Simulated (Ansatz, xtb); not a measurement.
## Worked example: C2H5F + SiH3Br → C2H8Si + BrF

Species: C2H5F `CCF`, singlet; SiH3Br `[SiH3]Br`, singlet; C2H8Si `CC[SiH3]`, singlet; BrF (bromine fluoride), singlet. The partners trade F for SiH3: C–F and Br–SiH3 bonds give way to C–SiH3 and Br–F.

Shapes, held fixed at every level: PBE0-D4/def2-TZVP. Programs: Ansatz 0.2.0, xtb 6.7.1. The zero-point and thermal change to 298 K, harmonic and unscaled (PBE0-D4/def2-TZVP), is -4.7 kJ/mol.

At CCSD(T)/def2-TZVPP; 1 Eh = 2625.50 kJ/mol:

| species | energy (Eh) |
| --- | --- |
| C2H5F | -178.810117 |
| SiH3Br | -2863.596019 |
| C2H8Si | -369.925981 |
| BrF | -2672.378628 |

Question: Work out ΔH(298 K) of the reaction at this level.

Answer: 
1. Products less reactants: (-369.925981) + (-2672.378628) − [(-178.810117) + (-2863.596019)] = 0.101527 Eh = +266.6 kJ/mol.
2. With the thermal change: +266.6 + (-4.7) = +261.9 kJ/mol.

Other levels give +252.0 (B3LYP-D4/def2-TZVPP) to +300.7 kJ/mol (HF/def2-TZVPP). No measured value is set beside it here. Relativity is left out for Br unless named. Correlated rows may include outer-core shells of Br, which these sets cover unevenly.
